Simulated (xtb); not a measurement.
C3H5BFNO, SMILES CB(F)/C=N/C=O. All values are semi-empirical tight-binding results from xtb (GFN2-xTB unless named), good for trends rather than for accurate numbers. The structure is a stationary point at GFN2-xTB. The structure was generated by enumeration; whether it is a known compound was not checked. The values are those of a single conformer.

A frequency run showed that this geometry is not a minimum.

Q: Estimate the properties. (The exact figures need the calculation; the answer reports its results.)

A: 
```json
{
 "orbital_gap": "2.38 eV",
 "dipole_moment": "5.71 D",
 "static polarisability (D4 model)": "60.0 bohr³",
 "solvation energy, GFN2-xTB/ALPB(water)": "-6.3 kcal/mol",
 "solvation energy, GFN2-xTB/ALPB(toluene)": "-8.0 kcal/mol"
}
```

Q: Give the IR lines (harmonic; lines under 4 % of the strongest left out, lines within 3 cm⁻¹ merged). (Estimate from the structure and the level; the computed values follow.)

A: ν (cm⁻¹): 406 (w), 461 (w), 641 (w), 704 (w), 815 (m), 1120 (s), 1308 (vs), 1318 (m), 1348 (w), 1372 (w), 1732 (vs), 1812 (s), 2684 (m), 2827 (m) (against the strongest line: vs over 80 %, s over 45 %, m over 15 %, w over 4 %, vw less). 1 imaginary mode(s) remain.
